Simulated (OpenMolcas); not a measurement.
# CSe at 1.674 Å: OpenMolcas input and output

Input (each module block was a call of its own in one work directory; start orbitals came from a preliminary run):

```
&GATEWAY
Coord
2
angstrom
Se 0.0 0.0 0.0
C 0.0 0.0 1.6740
Basis=ANO-RCC-VTZP
Group=XY
RX2C
AMFI
ANGMom
0.0 0.0 0.0
RICD
&SEWARD
&GUESSORB
* RASSCF and CASPT2 blocks for each multiplicity and irrep, as for the first:
&RASSCF
FileOrb=$CurrDir/o11.orb
Symmetry=1
Spin=1
nActEl=8 0 0
Inactive=10 6
RAS2=3 4
CIRoot=4 4 1
Linear
Iterations=120 100
OrbListing=Nothing
PRWF=0.15
>>COPY $Project.RasOrb $CurrDir/o11.orb
>>COPY $Project.rasscf.h5 $CurrDir/r11.h5
&CASPT2
XMultistate=all
Imaginary=0.2
IPEA=0.25
MaxIter=40
>>COPY $Project.JobMix JOB001
&RASSI
Nr of JobIphs=5 4 2 4 2 2
1 2 3 4
1 2
1 2 3 4
1 2
1 2
SpinOrbit
EJob
Omega
MEES
MESO
Properties=4
'AngMom' 3 'Mltpl  1' 1 'Mltpl  1' 2 'Mltpl  1' 3
Thrs=1.0d-4
>>COPY $Project.rassi.h5 $CurrDir/so.h5
```

```bash
pymolcas m.inp
```

C2 symmetry about the axis (a holds Σ, Δ, Γ; b holds Π, Φ, H; Σ⁺ and Σ⁻ are not told apart); roots by multiplicity and irrep: 1a 4, 3b 2, 3a 4, 1b 2, 5b 2.

RASSI part of the output, in excerpt:

```
SPIN-FREE ENERGIES:
  (Shifted by EMIN (a.u.) =      -2466.2043850310)
 SF State       Relative EMIN(au)   Rel lowest level(eV)    D:o, cm**(-1)      Abs_M
     1             0.0000000000        0.0000000000              0.0000         0.0
     5             0.1166506291        3.1742253241          25601.8538         1.0
     6             0.1166506375        3.1742255526          25601.8557         1.0
     7             0.1417359873        3.8568326942          31107.4536         0.0
    11             0.1653236120        4.4986846618          36284.3388         1.0
    12             0.1653236224        4.4986849446          36284.3411         1.0
     8             0.1668342228        4.5397904756          36615.8795         2.0
     9             0.1669068534        4.5417668538          36631.8201         2.0
    10             0.1845858275        5.0228362475          40511.9064         0.0
     2             0.1863895145        5.0719170701          40907.7700         0.0
     3             0.1924695134        5.2373622703          42242.1755         2.0
     4             0.1927043069        5.2437513267          42293.7067         2.0
    13             0.2224339932        6.0527373044          48818.6187         1.0
    14             0.2224339932        6.0527373044          48818.6187         1.0
++ Dipole transition strengths (spin-free states):
     for osc. strength at least  1.00000000E-05
      From   To        Osc. strength     Einstein coefficients Ax, Ay, Az (sec-1)    Total A (sec-1)
         1   11       6.67840701E-03  8.57824130E+04  5.77902204E+06  0.00000000E+00  5.86480446E+06
         1   12       6.67840748E-03  5.77902319E+06  8.57824236E+04  0.00000000E+00  5.86480561E+06
         5    7       8.55391821E-04  1.41362818E+01  1.72807053E+04  0.00000000E+00  1.72948416E+04
         5    8       1.05997882E-03  2.53211123E+04  6.04481324E+04  0.00000000E+00  8.57692447E+04
         5    9       1.06151344E-03  6.07110451E+04  2.54311817E+04  0.00000000E+00  8.61422268E+04
         5   10       9.05475741E-04  1.34142437E+05  1.27070973E+02  0.00000000E+00  1.34269508E+05
         6    7       8.55391240E-04  1.72806820E+04  1.41362712E+01  0.00000000E+00  1.72948183E+04
         6    8       1.05997820E-03  6.04480793E+04  2.53210867E+04  0.00000000E+00  8.57691661E+04
         6    9       1.06151278E-03  2.54311603E+04  6.07109841E+04  0.00000000E+00  8.61421443E+04
         6   10       9.05475125E-04  1.27070944E+02  1.34142313E+05  0.00000000E+00  1.34269384E+05
        11    2       4.70575794E-04  6.61165492E+03  9.80064836E+01  0.00000000E+00  6.70966140E+03
        11    3       2.99032497E-04  4.24064080E+03  2.83943335E+03  0.00000000E+00  7.08007415E+03
        11    4       3.01619178E-04  2.91375265E+03  4.35163459E+03  0.00000000E+00  7.26538724E+03
        12    2       4.70575955E-04  9.80064968E+01  6.61165058E+03  0.00000000E+00  6.70965708E+03
        12    3       2.99032345E-04  2.83943251E+03  4.24063262E+03  0.00000000E+00  7.08006513E+03
        12    4       3.01618907E-04  4.35163086E+03  2.91374434E+03  0.00000000E+00  7.26537520E+03
 Electric-quadrupole - electric-quadrupole not included
 Electric-dipole - electric-octupole not included
 Electric-dipole - magnetic-quadrupole not included
   Eigenvalues of complex Hamiltonian:
  (Shifted by EMIN (a.u.) =      -2466.2043850310)
 SO State       Relative EMIN(au)   Rel lowest level(eV)    D:o, cm**(-1)      Omega
     1            -0.0001299884        0.0000000000              0.0000         0.0
     2             0.1147103782        3.1249655722          25204.5471         0.0
     3             0.1148964827        3.1300297339          25245.3923         0.0
     4             0.1164036840        3.1710427704          25576.1848         1.0
     5             0.1164036924        3.1710429995          25576.1866         1.0
     6             0.1182245287        3.2205904780          25975.8140         2.0
     7             0.1182245925        3.2205922152          25975.8280         2.0
     8             0.1413403009        3.8496026847          31049.1396         1.0
     9             0.1413403009        3.8496026855          31049.1396         1.0
    10             0.1417651835        3.8611643298          31142.3906         0.0
    11             0.1644129770        4.4774421853          36113.0067         1.0
    12             0.1644129856        4.4774424206          36113.0086         1.0
    13             0.1647102436        4.4855312236          36178.2492         3.0
    14             0.1647102437        4.4855312243          36178.2492         3.0
    15             0.1662650466        4.5278395669          36519.4890         2.0
    16             0.1663328738        4.5296852388          36534.3753         2.0
    17             0.1699471555        4.6280348560          37327.6185         1.0
    18             0.1699471572        4.6280349016          37327.6188         1.0
    19             0.1846789756        5.0289081028          40560.8793         0.0
    20             0.1850608726        5.0393000488          40644.6960         1.0
    21             0.1850608726        5.0393000474          40644.6959         1.0
    22             0.1865232549        5.0790934980          40965.6518         0.0
    23             0.1931031574        5.2581417676          42409.7735         2.0
    24             0.1933315983        5.2643579587          42459.9104         2.0
    25             0.2191143024        5.9659410802          48118.5599         3.0
    26             0.2191143024        5.9659410802          48118.5599         3.0
    27             0.2208329335        6.0127074144          48495.7558         2.0
    28             0.2208329554        6.0127080101          48495.7606         2.0
    29             0.2225227252        6.0586889885          48866.6222         1.0
    30             0.2225227252        6.0586889889          48866.6222         1.0
    31             0.2241795597        6.1037737531          49230.2554         0.0
    32             0.2241931996        6.1041449120          49233.2490         0.0
    33             0.2258268505        6.1485988195          49591.7939         1.0
    34             0.2258268505        6.1485988195          49591.7939         1.0
 Weights of the five most important spin-orbit-free states for each spin-orbit state.
 SO State  Total energy (au)           Spin-free states, spin, and weights
    1        -0.000130       1 0.0  0.9991   10 1.0  0.0004    5 1.0  0.0002    6 1.0  0.0002   14 2.0  0.0000
    2         0.114710       5 1.0  0.4969    6 1.0  0.4969    7 1.0  0.0054    2 0.0  0.0003   14 2.0  0.0003
    3         0.114896       5 1.0  0.4993    6 1.0  0.4993   10 1.0  0.0006    1 0.0  0.0004   14 2.0  0.0003
    4         0.116404       5 1.0  0.9947    7 1.0  0.0028   14 2.0  0.0007   12 0.0  0.0006    8 1.0  0.0005
    5         0.116404       6 1.0  0.9947    7 1.0  0.0028   13 2.0  0.0007   11 0.0  0.0006    8 1.0  0.0005
    6         0.118225       6 1.0  0.4991    5 1.0  0.4991    8 1.0  0.0007   13 2.0  0.0003   14 2.0  0.0003
    7         0.118225       6 1.0  0.4991    5 1.0  0.4991    9 1.0  0.0007   13 2.0  0.0003   14 2.0  0.0003
    8         0.141340       7 1.0  0.9856   10 1.0  0.0083   11 0.0  0.0034    6 1.0  0.0024   13 2.0  0.0001
    9         0.141340       7 1.0  0.9856   10 1.0  0.0083   12 0.0  0.0034    5 1.0  0.0024   14 2.0  0.0001
   10         0.141765       7 1.0  0.9921    6 1.0  0.0027    5 1.0  0.0027    2 0.0  0.0025   14 2.0  0.0001
   11         0.164413      11 0.0  0.8258    8 1.0  0.1027    9 1.0  0.0628   10 1.0  0.0051    7 1.0  0.0023
   12         0.164413      12 0.0  0.8258    8 1.0  0.1027    9 1.0  0.0628   10 1.0  0.0051    7 1.0  0.0023
   13         0.164710       9 1.0  0.5127    8 1.0  0.4844   11 0.0  0.0023   13 2.0  0.0003   14 2.0  0.0003
   14         0.164710       9 1.0  0.5127    8 1.0  0.4844   12 0.0  0.0023   14 2.0  0.0003   13 2.0  0.0003
   15         0.166265       8 1.0  0.9756    4 0.0  0.0174    3 0.0  0.0050    9 1.0  0.0009    5 1.0  0.0004
   16         0.166333       9 1.0  0.9752    3 0.0  0.0178    4 0.0  0.0050    8 1.0  0.0009    5 1.0  0.0004
   17         0.169947       9 1.0  0.4236    8 1.0  0.4120   11 0.0  0.1623   10 1.0  0.0015    6 1.0  0.0003
   18         0.169947       9 1.0  0.4236    8 1.0  0.4120   12 0.0  0.1623   10 1.0  0.0015    5 1.0  0.0003
   19         0.184679      10 1.0  0.9983    1 0.0  0.0004   14 2.0  0.0003   13 2.0  0.0003    5 1.0  0.0003
   20         0.185061      10 1.0  0.9841    7 1.0  0.0089   12 0.0  0.0057   14 2.0  0.0005    5 1.0  0.0004
   21         0.185061      10 1.0  0.9841    7 1.0  0.0089   11 0.0  0.0057   13 2.0  0.0005    6 1.0  0.0004
   22         0.186523       2 0.0  0.9972    7 1.0  0.0024    6 1.0  0.0002    5 1.0  0.0002   10 1.0  0.0000
   23         0.193103       3 0.0  0.9769    9 1.0  0.0181    8 1.0  0.0045    5 1.0  0.0002    6 1.0  0.0002
   24         0.193332       4 0.0  0.9773    8 1.0  0.0177    9 1.0  0.0044    5 1.0  0.0002    6 1.0  0.0002
   25         0.219114      13 2.0  0.4997   14 2.0  0.4997    9 1.0  0.0003    8 1.0  0.0003   11 0.0  0.0000
   26         0.219114      13 2.0  0.4997   14 2.0  0.4997    9 1.0  0.0003    8 1.0  0.0003   11 0.0  0.0000
   27         0.220833      14 2.0  0.4996   13 2.0  0.4996    8 1.0  0.0003    6 1.0  0.0003    5 1.0  0.0003
   28         0.220833      14 2.0  0.4996   13 2.0  0.4996    9 1.0  0.0003    6 1.0  0.0003    5 1.0  0.0003
   29         0.222523      14 2.0  0.9990    5 1.0  0.0007   10 1.0  0.0001    9 1.0  0.0000    8 1.0  0.0000
   30         0.222523      13 2.0  0.9990    6 1.0  0.0007   10 1.0  0.0001    9 1.0  0.0000    8 1.0  0.0000
   31         0.224180      13 2.0  0.4997   14 2.0  0.4997    6 1.0  0.0003    5 1.0  0.0003    7 1.0  0.0001
   32         0.224193      13 2.0  0.4994   14 2.0  0.4994   10 1.0  0.0006    6 1.0  0.0003    5 1.0  0.0003
   33         0.225827      14 2.0  0.4996   13 2.0  0.4996   10 1.0  0.0006    7 1.0  0.0002   12 0.0  0.0000
   34         0.225827      14 2.0  0.4996   13 2.0  0.4996   10 1.0  0.0006    7 1.0  0.0002   12 0.0  0.0000
++ Dipole transition strengths (SO states):
        for osc. strength at least   1.00000000E-05
      From   To        Osc. strength     Einstein coefficients Ax, Ay, Az (sec-1)    Total A (sec-1)
         1    3       2.66887718E-05  0.00000000E+00  0.00000000E+00  1.13457984E+04  1.13457984E+04
         1    8       3.04346535E-05  3.35311611E+02  1.92355402E+04  0.00000000E+00  1.95708518E+04
         1    9       3.04346296E-05  1.92355250E+04  3.35311469E+02  0.00000000E+00  1.95708364E+04
         1   11       5.53686400E-03  7.07227894E+04  4.74579734E+06  0.00000000E+00  4.81652013E+06
         1   12       5.53686020E-03  4.74579458E+06  7.07227419E+04  0.00000000E+00  4.81651733E+06
         1   13       1.50966813E-05  2.48536436E+02  1.29315666E+04  0.00000000E+00  1.31801030E+04
         1   14       1.50975717E-05  1.29323304E+04  2.48549944E+02  0.00000000E+00  1.31808804E+04
         1   17       1.03794691E-03  1.34136297E+04  9.51254502E+05  0.00000000E+00  9.64668132E+05
         1   18       1.03795026E-03  9.51257594E+05  1.34136741E+04  0.00000000E+00  9.64671268E+05
         1   20       5.07848085E-05  5.55405069E+04  4.20278883E+02  0.00000000E+00  5.59607858E+04
         1   21       5.07847562E-05  4.20278430E+02  5.55404497E+04  0.00000000E+00  5.59607281E+04
         2    8       4.95803925E-04  1.11088929E+04  1.88042705E+02  0.00000000E+00  1.12969357E+04
         2    9       4.95806090E-04  1.88041492E+02  1.11089435E+04  0.00000000E+00  1.12969850E+04
         2   10       1.22720316E-04  0.00000000E+00  0.00000000E+00  2.88613191E+03  2.88613191E+03
         2   11       2.34240473E-04  1.83247646E+04  2.67445307E+02  0.00000000E+00  1.85922099E+04
         2   12       2.34241179E-04  2.67447095E+02  1.83248253E+04  0.00000000E+00  1.85922724E+04
         2   17       9.14955731E-04  8.84608010E+04  1.23407429E+03  0.00000000E+00  8.96948753E+04
         2   18       9.14955033E-04  1.23407328E+03  8.84607391E+04  0.00000000E+00  8.96948124E+04
         2   20       3.39615682E-04  3.62050355E+02  5.36428198E+04  0.00000000E+00  5.40048702E+04
         2   21       3.39618045E-04  5.36431999E+04  3.62045964E+02  0.00000000E+00  5.40052459E+04
         2   22       1.54281162E-05  0.00000000E+00  0.00000000E+00  2.55639778E+03  2.55639778E+03
         3    8       5.01062732E-04  1.87434359E+02  1.10703081E+04  0.00000000E+00  1.12577425E+04
         3    9       5.01060464E-04  1.10702559E+04  1.87435622E+02  0.00000000E+00  1.12576916E+04
         3   11       9.15471581E-05  1.06005042E+02  7.10599182E+03  0.00000000E+00  7.21199686E+03
         3   12       9.15475520E-05  7.10602560E+03  1.06004817E+02  0.00000000E+00  7.21203041E+03
         3   17       1.07107592E-03  1.42896565E+03  1.02864333E+05  0.00000000E+00  1.04293299E+05
         3   18       1.07107563E-03  1.02864311E+05  1.42896525E+03  0.00000000E+00  1.04293276E+05
         3   19       1.80087739E-05  0.00000000E+00  0.00000000E+00  2.81765613E+03  2.81765613E+03
         3   20       3.17230356E-04  4.98435794E+04  3.35088519E+02  0.00000000E+00  5.01786680E+04
         3   21       3.17227975E-04  3.35092944E+02  4.98431984E+04  0.00000000E+00  5.01782913E+04
         4    9       5.43610671E-05  0.00000000E+00  0.00000000E+00  1.08611028E+03  1.08611028E+03
         4   10       8.58798802E-04  1.43930518E+01  1.77337193E+04  0.00000000E+00  1.77481124E+04
         4   12       1.64206260E-05  0.00000000E+00  0.00000000E+00  1.21604983E+03  1.21604983E+03
         4   15       1.03176615E-03  2.20293467E+04  6.03883445E+04  0.00000000E+00  8.24176911E+04
...
```

Only roots inside an energy window near the equilibrium distance were included, so the list of states is not complete; labels number the states computed. Each spin and symmetry block has orbitals of its own, averaged over its own roots, so gaps between blocks are less sure than gaps within one and near the minimum can be off by tenths of an eV, in bad cases by more. No Rydberg orbitals are active, so Rydberg states, and σ→σ* states whose orbital the CASSCF left unused, can be missing between those listed. CASPT2 splits the two components of degenerate states numerically, here by up to 52 cm⁻¹. No roots were computed in block 5a (none fell in the window or the block failed), so states of that kind are missing and can lie low or lowest.
